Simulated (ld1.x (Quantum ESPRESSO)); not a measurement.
# What one change does to a pseudopotential (Ti (Z = 22), TM)

Ti (Z = 22), norm-conserving Troullier–Martins (Kleinman–Bylander form), made with ld1.x (Quantum ESPRESSO) 7.5 (PBE, scalar-relativistic). Core [Ar], reference 3d2 4s1 4p0 (charge +1). Waves: 4p (bound, empty): rc 2.75 bohr; 3d (bound): rc 2.45 bohr; 4s (bound): rc 2.20 bohr. Local part: the s channel. Core correction: a·sin(br)/r model core inside 1.35 bohr.

Change: core [Ne] 3s2, valence charge 10; reference 3p6 3d2 4s2 4p0; waves now 4s (bound): rc 2.05 bohr; 3p (bound): rc 1.05 bohr; 3d (bound): rc 1.40 bohr; local potential all-electron potential smoothed inside 1.50 bohr (lloc = -2); core correction a·sin(br)/r model core inside 1.05 bohr.

Cutoffs: the cutoffs (Ry, on a coarse ladder) from which the occupation-weighted sum of valence levels, in a spherical-Bessel basis at the reference potential, stays within 10 and 1 mRy of its value at 400 Ry; they do not see the model core or the augmentation charge, which bear on the density cutoff. Errors are all-electron minus pseudo energies relative to the spin-unpolarised reference configuration.

Q: What does the change do?

A: The potential gets harder (40 Ry and 50 Ry → 90 Ry and 160 Ry); a bound ghost appears in s, which as a rule spoils a file; the number of tests that count goes from 7 to 6. The added semicore shells are compact, so their waves need more plane waves. Several settings change at once here, so the effects cannot be laid on one of them.

| quantity | base | changed |
| --- | --- | --- |
| cutoff, loose | 40 Ry | 90 Ry |
| cutoff, tight | 50 Ry | 160 Ry |
| bound ghosts | none | s |
| tests counted (converged, no solver errors) | 7 of 7 | 6 of 7 |

Changed file: Tests not counted: 3p6 3d2.5 4s1.5 4p0 (solver errors, printed error -1000 eV). A true bound ghost makes a file unfit for plane-wave use even where its test errors are small: the radial tests pick states by their node count and pass the ghost by. Where a test does run into it, the solver fails or the error is huge.
